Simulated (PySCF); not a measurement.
A fit for the $^{15}$N shielding

GIAO PBE0/pcSseg-1 on GFN2-xTB geometries (PySCF, gas phase, non-relativistic):

```csv
SMILES,Hirshfeld charge (e) of N,σ(N) (ppm)
COC[C@]([SiH3])(C#N)C=O,-0.220,-38.4
N#C[C@]([SiH3])(C=O)OC=O,-0.191,-59.9
CC[C@]([SiH3])(C#N)C=O,-0.220,-43.8
N#C[C@@]([SiH3])(C=O)C1CCC1,-0.218,-45.6
CC#C[C@@]([SiH3])(C#N)C=O,-0.213,-38.0
N#C[C@@H]([SiH3])C=O,-0.220,-43.6
COC(=O)[C@@]([SiH3])(C#N)C=O,-0.209,-49.7
CC(C)(C)[C@]([SiH3])(C#N)C=O,-0.216,-46.1
CCO[C@]([SiH3])(C#N)C=O,-0.206,-55.4
CC(C)O[C@@]([SiH3])(C#N)C=O,-0.200,-52.6
C=CC[C@]([SiH3])(C#N)C=O,-0.220,-44.0
```

(1) Fit σ(N) as a line in the Hirshfeld charge of N. How well does it hold?

(2) A further member, `CO[C@]([SiH3])(C#N)C=O`, has x = -0.202. What does the line predict, and what does the calculation give?

## Answers

(1) σ = -174.2 − 599.9 x, with x in e; correlation -0.85, rms deviation 3.4 ppm, largest 8.5 ppm at `CC#C[C@@]([SiH3])(C#N)C=O`. A charge says how many electrons sit at the atom, not how easily they circulate, so such a line holds only within like compounds.

(2) The line gives -53.0 ppm; the calculation -56.0 ppm, a difference of -3.0 ppm, within the usual scatter of the fit.
